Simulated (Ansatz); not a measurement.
Consider the ligand exchange at a B–S bond: `SB(Cl)Br` + H–F → `FB(Cl)Br` + H₂S.

Gas-phase electronic energies from Ansatz, PBE0-D4/def2-TZVP geometries. CBS: MP2 limit from def2 TZ/QZ plus the TZ coupled-cluster correction, frozen cores. This one scheme is used for every species. Functionals use def2-TZVPP. B3LYP here is the variant with VWN-RPA as its local correlation; programs differ in this. HSE06 is defined as in plane-wave codes. For Br outer-core shells are correlated without core-valence functions, which leaves a few kJ/mol of doubt a bond. Scalar relativity is left out up to krypton. Each species was taken in one conformer, which may not be the lowest.

CCSD(T)/CBS gives -54.7 kJ/mol.

Another level gave -66.7 kJ/mol. Which?
A. ωB97M-V/def2-TZVPP
B. PBE0/def2-TZVPP
C. HSE06-D4/def2-TZVPP
D. B3LYP/def2-TZVPP

A. ωB97M-V -66.7, B3LYP -73.9, HSE06-D4 -54.4, PBE0 -59.2 kJ/mol.

Largest T1 diagnostic among the species: 0.011.

From BLYP to BHLYP (50 % exact exchange), in def2-TZVPP and without D4, ΔE moves by −3.3 kJ/mol. The D4 term adds +8.9 kJ/mol with B3LYP and +4.6 kJ/mol with PBE0; it sums over pairs of atoms, weighted by their polarisabilities, and B3LYP, whose exchange is more repulsive, gets the larger term.
